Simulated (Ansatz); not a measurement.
Na₂N₂H₄⁺, that is (NaNH2)2 ring with one electron fewer, relaxed as a doublet with UKS PBE0-D4/def2-SVP in Ansatz, starting from the PBE0-D4/def2-SVP geometry of the neutral singlet. Force threshold 0.02 eV/Å.

Start:

```xyz
8

Na    0.062    1.363    0.404
N     1.029    0.363   -1.383
Na   -0.064   -1.362   -0.405
N    -1.029   -0.363    1.383
H     2.051    0.337   -1.453
H     0.765    0.657   -2.329
H    -0.763   -0.656    2.328
H    -2.051   -0.338    1.455
```

Estimate the energy that the relaxation releases and the steps that it takes.

0.09 eV, in 6 steps; 8.5 s on 4 threads of AMD EPYC 7B13 on a shared host. No frequencies were taken in this run, so the end may be a saddle point.

Does the start keep its bonding and symmetry?

By distances, no bond broke or formed. The bond that changes most is Na1–N2, from 2.26 to 2.33 Å (atoms count from 1). Point group D2h at the start, D2h at the end, both within 0.05 Å.

Predict the relaxed structure.


```xyz
8

Na    0.069    1.512    0.449
N     1.004    0.355   -1.349
Na   -0.070   -1.511   -0.449
N    -1.004   -0.355    1.349
H     2.029    0.327   -1.416
H     0.734    0.648   -2.296
H    -0.733   -0.648    2.296
H    -2.029   -0.327    1.416
```
Bond lengths (bridged metal pairs left out): 4 × N–Na 2.33 Å; 4 × H–N 1.03 Å.
